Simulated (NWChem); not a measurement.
C3H5AlClF (SMILES C=C[CH2][Al]([F])[Cl]): name the method

C3H5AlClF: 11 atoms, total charge 0, spin state singlet. As SMILES, `C=C[CH2][Al]([F])[Cl]`. Geometry: relaxed at PBE0-D4/def2-TZVP. This is one conformer, not always the lowest.

| atom | x (Å) | y (Å) | z (Å) |
| --- | --- | --- | --- |
| C | -0.5108 | -1.3679 | -0.3381 |
| C | 0.5547 | -0.7492 | 0.2021 |
| C | 1.1279 | 0.5363 | -0.2816 |
| Al | -0.6038 | 1.2361 | 0.2511 |
| F | -1.7274 | 1.5613 | -0.9092 |
| Cl | -1.0808 | 1.7122 | 2.2290 |
| H | -0.9524 | -2.2343 | 0.1364 |
| H | -0.9354 | -1.0548 | -1.2888 |
| H | 0.9212 | -1.1172 | 1.1584 |
| H | 1.2343 | 0.5858 | -1.3660 |
| H | 2.0378 | 0.8347 | 0.2273 |

A calculation with NWChem 7.3.0 gave:

```json
{"total energy": "-919.9208 Eh", "dipole moment": "2.99 D", "HOMO energy": "-6.97 eV", "LUMO energy": "-1.01 eV", "HOMO–LUMO gap": "5.96 eV", "largest force": "0.418 eV/Å"}
```

Question: Which of these levels gave the numbers?
A. HF/3-21G
B. B3LYP/6-31G* (Cartesian functions)
C. B3LYP/6-31G* (spherical functions)
D. HF/STO-3G

Answer: C. The others give -919.9292 Eh (B3LYP/6-31G* (Cartesian functions)), -912.8031 Eh (HF/3-21G), -906.8635 Eh (HF/STO-3G).
